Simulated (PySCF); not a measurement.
AlI3, charge +1, doublet, at a GFN2-xTB geometry (such geometries of metal compounds can be far from the true shape) (a state made from the parent by changing its charge; the spin is typed, not shown lowest) (all electrons, no relativity); BLYP/STO-3G (PySCF).

Here is a job for PySCF.
```python
from pyscf import gto, scf, dft

mol = gto.Mole()
mol.atom = '''
    Al   -0.00000000   -0.00000000    0.00000000
    I    -2.07224778   -1.45191554   -0.05314985
    I     0.00664891    2.23940983   -1.17902243
    I     2.06559887   -0.78749429    1.23217228
'''
mol.basis = 'sto-3g'
mol.charge = 1
mol.spin = 1
mol.verbose = 4
mol.build()

mf = dft.UKS(mol)
mf.xc = 'blyp'
mf.kernel()
```

**Question.** What does PySCF print? Leave out banner, timings and long lists.

**Answer.** 
```
PySCF version 2.14.0

[INPUT] verbose = 4
[INPUT] num. atoms = 4
[INPUT] num. electrons = 171
[INPUT] charge = 1
[INPUT] spin (= nelec alpha-beta = 2S) = 1
[INPUT] symmetry False subgroup None
[INPUT] Mole.unit = angstrom
[INPUT] Symbol           X                Y                Z      unit          X                Y                Z       unit  Magmom
[INPUT]  1 Al     0.000000000000   0.000000000000   0.000000000000 AA    0.000000000000   0.000000000000   0.000000000000 Bohr   0.0
[INPUT]  2 I     -2.072247780000  -1.451915540000  -0.053149850000 AA   -3.915980766438  -2.743722726600  -0.100438660062 Bohr   0.0
[INPUT]  3 I      0.006648910000   2.239409830000  -1.179022430000 AA    0.012564618927   4.231871259359  -2.228029487419 Bohr   0.0
[INPUT]  4 I      2.065598870000  -0.787494290000   1.232172280000 AA    3.903416147511  -1.488148532759   2.328468147481 Bohr   0.0

nuclear repulsion = 1449.49805129421
number of shells = 38
number of NR pGTOs = 270
number of NR cGTOs = 90
basis = sto-3g
ecp = {}

******** <class 'pyscf.dft.uks.UKS'> ********
method = UKS
initial guess = minao
damping factor = 0
level_shift factor = 0
DIIS = <class 'pyscf.scf.diis.CDIIS'>
diis_start_cycle = 1
diis_space = 8
diis_damp = 0
SCF conv_tol = 1e-09
SCF conv_tol_grad = None
SCF max_cycles = 50
direct_scf = True
direct_scf_tol = 1e-13
number electrons alpha = 86  beta = 85
XC library pyscf.dft.libxc version 7.1.2
    S. Lehtola, C. Steigemann, M. J. T. Oliveira, and M. A. L. Marques,  SoftwareX 7, 1–5 (2018)
XC functionals = blyp
    A. D. Becke,  Phys. Rev. A 38, 3098 (1988)
    C. Lee, W. Yang, and R. G. Parr,  Phys. Rev. B 37, 785 (1988)
    B. Miehlich, A. Savin, H. Stoll, and H. Preuss,  Chem. Phys. Lett. 157, 200 (1989)
radial grids:
    Treutler-Ahlrichs [JCP 102, 346 (1995); DOI:10.1063/1.469408] (M4) radial grids

becke partition: Becke, JCP 88, 2547 (1988); DOI:10.1063/1.454033
pruning grids: <function nwchem_prune>
grids dens level: 3
symmetrized grids: False
atomic radii adjust function: <function treutler_atomic_radii_adjust>
small_rho_cutoff = 0
Set gradient conv threshold to 3.16228e-05
tot grids = 85056
init E= -20733.1902321739

cycle= 1 E= -20797.3407931555  delta_E= -64.2  |g|= 0.427  |ddm|= 2.02
cycle= 2 E= -20796.492725202  delta_E= 0.848  |g|= 1.05  |ddm|= 2.96
cycle= 3 E= -20797.5374844524  delta_E= -1.04  |g|= 0.0172  |ddm|= 2.15
cycle= 4 E= -20797.5367625808  delta_E= 0.000722  |g|= 0.0197  |ddm|= 0.133
cycle= 5 E= -20797.5152844596  delta_E= 0.0215  |g|= 0.0921  |ddm|= 0.73
cycle= 6 E= -20797.5267507948  delta_E= -0.0115  |g|= 0.0671  |ddm|= 0.744
cycle= 7 E= -20797.5367747004  delta_E= -0.01  |g|= 0.0187  |ddm|= 0.53
cycle= 8 E= -20797.5372616437  delta_E= -0.000487  |g|= 0.0124  |ddm|= 0.099
cycle= 9 E= -20797.5374424371  delta_E= -0.000181  |g|= 0.00905  |ddm|= 0.0282
cycle= 10 E= -20797.537635661  delta_E= -0.000193  |g|= 0.00172  |ddm|= 0.0478
cycle= 11 E= -20797.537642938  delta_E= -7.28e-06  |g|= 0.000157  |ddm|= 0.0106
cycle= 12 E= -20797.5376429804  delta_E= -4.24e-08  |g|= 5.18e-05  |ddm|= 0.00449
cycle= 13 E= -20797.5376430019  delta_E= -2.16e-08  |g|= 2.82e-05  |ddm|= 0.00319
cycle= 14 E= -20797.5376430043  delta_E= -2.35e-09  |g|= 3.32e-06  |ddm|= 0.000469
cycle= 15 E= -20797.5376430043  delta_E= -4e-11  |g|= 1.22e-06  |ddm|= 2.38e-05
Extra cycle  E= -20797.537643003  delta_E= 1.34e-09  |g|= 2.32e-05  |ddm|= 0.000161
converged SCF energy = -20797.537643003  <S^2> = 0.75034021  2S+1 = 2.0003402
```
